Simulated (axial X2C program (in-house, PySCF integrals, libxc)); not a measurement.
**Ionising MnF**

All values come from calculations with an axial X2C code built on PySCF integrals, spin-free (one-electron X2C) or two-component (2c: spin–orbit coupling with atomic mean-field Coulomb and Gaunt terms, which also bring small scalar terms), in Dyall basis sets with cores contracted in-house; open shells are unrestricted.

Basis sets: F dyall-av3z, Mn dyall-cv3z. Frozen shells (counts by l): MnF Mn 3s2p, F 1s, 14 electrons correlated; MnF⁺ Mn 3s2p, F 1s, 13 electrons correlated. Coupled cluster in natural virtuals with an MP2 remainder. Where the outer core of a metal is frozen, bonds come out longer and ionisation energies lower.

```json
{"Hamiltonian": "spin-free", "level": "HF", "MnF state": "M_S = 3, Λ = 0", "Re (Å)": "1.863", "ωe (cm⁻¹)": "614.1", "De (eV)": "3.47"}
{"Hamiltonian": "spin-free", "level": "PBE0", "MnF state": "M_S = 3, Λ = 0", "Re (Å)": "1.830", "ωe (cm⁻¹)": "619.0", "De (eV)": "4.78"}
{"Hamiltonian": "spin-free", "level": "MP2", "MnF state": "M_S = 3, Λ = 0", "Re (Å)": "1.856", "ωe (cm⁻¹)": "602.7", "De (eV)": "5.08"}
{"Hamiltonian": "spin-free", "level": "CCSD", "MnF state": "M_S = 3, Λ = 0", "Re (Å)": "1.848", "ωe (cm⁻¹)": "615.2", "De (eV)": "4.49"}
{"Hamiltonian": "spin-free", "level": "CCSD(T)", "MnF state": "M_S = 3, Λ = 0", "Re (Å)": "1.849", "ωe (cm⁻¹)": "611.6", "De (eV)": "4.56"}
{"Hamiltonian": "2c", "level": "HF", "MnF state": "Ω = 3", "Re (Å)": "1.864", "ωe (cm⁻¹)": "613.8", "De (eV)": "3.45"}
{"Hamiltonian": "2c", "level": "PBE0", "MnF state": "Ω = 3", "Re (Å)": "1.830", "ωe (cm⁻¹)": "618.7", "De (eV)": "4.78"}
{"Hamiltonian": "2c", "level": "MP2", "MnF state": "Ω = 3", "Re (Å)": "1.856", "ωe (cm⁻¹)": "602.4", "De (eV)": "5.07"}
{"Hamiltonian": "2c", "level": "CCSD", "MnF state": "Ω = 3", "Re (Å)": "1.849", "ωe (cm⁻¹)": "614.9", "De (eV)": "4.47"}
```

Adiabatic ionisation energy (minimum to minimum, no zero-point term) and constants of MnF⁺:

```json
{"Hamiltonian": "spin-free", "level": "HF", "MnF⁺ state": "M_S = 5/2, Λ = 0", "IE (eV)": "7.73", "Re (Å)": "1.775", "ωe (cm⁻¹)": "744.0", "De (eV)": "1.75", "fragments": "Mn+ + F"}
{"Hamiltonian": "spin-free", "level": "PBE0", "MnF⁺ state": "M_S = 5/2, Λ = 0", "IE (eV)": "8.03", "Re (Å)": "1.728", "ωe (cm⁻¹)": "752.6", "De (eV)": "3.85", "fragments": "Mn+ + F"}
{"Hamiltonian": "spin-free", "level": "MP2", "MnF⁺ state": "M_S = 5/2, Λ = 0", "IE (eV)": "7.95", "Re (Å)": "1.765", "ωe (cm⁻¹)": "723.1", "De (eV)": "4.10", "fragments": "Mn+ + F"}
{"Hamiltonian": "spin-free", "level": "CCSD", "MnF⁺ state": "M_S = 5/2, Λ = 0", "IE (eV)": "7.98", "Re (Å)": "1.758", "ωe (cm⁻¹)": "739.2", "De (eV)": "3.72", "fragments": "Mn+ + F"}
{"Hamiltonian": "spin-free", "level": "CCSD(T)", "MnF⁺ state": "M_S = 5/2, Λ = 0", "IE (eV)": "7.96", "Re (Å)": "1.759", "ωe (cm⁻¹)": "730.9", "De (eV)": "3.87", "fragments": "Mn+ + F"}
{"Hamiltonian": "2c", "level": "HF", "MnF⁺ state": "Ω = 5/2", "IE (eV)": "7.73", "Re (Å)": "1.775", "ωe (cm⁻¹)": "743.7", "De (eV)": "1.74", "fragments": "Mn+ + F"}
{"Hamiltonian": "2c", "level": "PBE0", "MnF⁺ state": "Ω = 5/2", "IE (eV)": "8.02", "Re (Å)": "1.728", "ωe (cm⁻¹)": "752.3", "De (eV)": "3.85", "fragments": "Mn+ + F"}
{"Hamiltonian": "2c", "level": "MP2", "MnF⁺ state": "Ω = 5/2", "IE (eV)": "7.95", "Re (Å)": "1.765", "ωe (cm⁻¹)": "722.8", "De (eV)": "4.09", "fragments": "Mn+ + F"}
{"Hamiltonian": "2c", "level": "CCSD", "MnF⁺ state": "Ω = 5/2", "IE (eV)": "7.97", "Re (Å)": "1.758", "ωe (cm⁻¹)": "738.7", "De (eV)": "3.70", "fragments": "Mn+ + F"}
```

Question: Add the zero-point terms to the ionisation energy at CCSD, 2c, and say whether the electron removed was bonding.

Answer: IE0 = IE + (ωe⁺ − ωe)/2 = 7.97 + (0.008) = 7.98 eV. Re changes by -0.091 Å, so the bond shortens, as on loss of an antibonding or a polarising non-bonding electron.

Question: Close the cycle De(MnF⁺) + IE(MnF) = De(MnF) + IE(Mn) to find the atomic ionisation energy at CCSD, 2c.

Answer: IE(Mn) = 3.70 + 7.97 − 4.47 = 7.20 eV, for the determinants used.

Each entry is the lowest single determinant of a limited PBE0 search at one distance. De goes to single-determinant-based atoms at the same level (for ions the charge split of lowest energy) and is withheld (n/a) where an atom does not fit its ground term or J level. Main or longest-lived isotopes. One determinant is a doubtful description, or other states lie close, for MnF, MnF⁺; these need not be ground states, and all values refer to the states named. Some open-shell Ω = 0 determinants are out of reach, so the Ω given for MnF need not be the lowest component. With several unpaired electrons the Ω given is that of one determinant, not necessarily of the lowest component. Some light 2c atoms are not at their ground J level, so De misses part of their lowering (0.04 eV or less). The functionals have no current term, which raises determinants with orbital currents.
